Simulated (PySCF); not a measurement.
**Checking a proposed structure**

A compound C₆H₁₀OSi gives the data below (simulated from a calculation) and was assigned the structure `C=C/C=C\C(=C)O[SiH3]`.

¹³C{¹H} NMR (computed): δ 147.2 (CH), 140.0 (CH), 134.1 (CH), 130.0 (CH), 123.5 (CH2), 115.0 (CH).

¹H NMR (500 MHz, computed): δ 7.07 (m, 1H), 6.88 (m, 1H), 6.35 (d, 1H), 6.13 (m, 1H), 6.04 (m, 1H), 5.47 (m, 1H), 5.39 (m, 1H), 5.06 (s, 3H).

PySCF 2.14.0 with density-fitted response routines calculation with coordinates at the GFN2-xTB level and NMR shieldings at PBE0/pcSseg-1/GIAO; one computed conformer, non-relativistic Hamiltonian, one averaged value for each set of equivalent atoms, no solvent.

Shifts are taken against calculated references (same method and geometry level): ¹H (σ = 31.72 ppm) and ¹³C (σ = 186.93 ppm) vs TMS.

**Question.** Compare with the shifts computed for the proposed structure, pairing carbons in order of shift.

**Answer.** Mapped SMILES: `[CH2:1]=[CH:2]/[CH:3]=[CH:4]\[C:5](=[CH2:6])[O:7][SiH3:8]` (H(Xn): hydrogen on atom n).

```
atom  computed for proposal  given list  difference
  C5                  166.6       147.2       +19.4
  C2                  142.5       140.0        +2.5
  C3                  139.6       134.1        +5.5
  C4                  131.4       130.0        +1.4
  C1                  127.4       123.5        +3.9
  C6                  100.3       115.0       -14.7
```

The rms difference is 10.4 ppm and the largest +19.4 ppm at C5 (alkene carbon bearing oxygen). The carbon types in order of shift don't match either: C, CH, CH, CH, CH2, CH2 for the proposal against CH, CH, CH, CH, CH2, CH in the data. The proposal doesn't fit.

**Question.** Which isomer fits?

**Answer.** SMILES C(=C)/C=C\C=C/O[SiH3].

1. Carbon types of the structure: 5 × CH, 1 × CH2, leaving 3 H on heteroatoms.
2. δC 147.2: alkene carbon bearing oxygen; an sp2 carbon further deshielded by the attached heteroatom.
3. δC 140.0, 134.1, 130.0: alkene CH; as expected for a trigonal carbon in a double bond.
4. δC 123.5: terminal =CH2 carbon; the olefinic region.
5. δC 115.0: β carbon of an enol-ether or enamine type C=C.

This is the structure that produced the data.

Shifts are as computed. Against solution values, carbons near 30 ppm lie about +3 ppm off and those near 130 ppm about +5 ppm. Of 1211 compounds with measured shifts, 218 miss one by over three times the rms of a fit or turn the order of signals round; such compounds aren't used in these exercises. No couplings were computed; multiplicities are counted from neighbouring protons, with m where these are inequivalent, close in shift, in a saturated or five-membered ring or joined by F or P, and br s for small geminal =CH2 splittings.
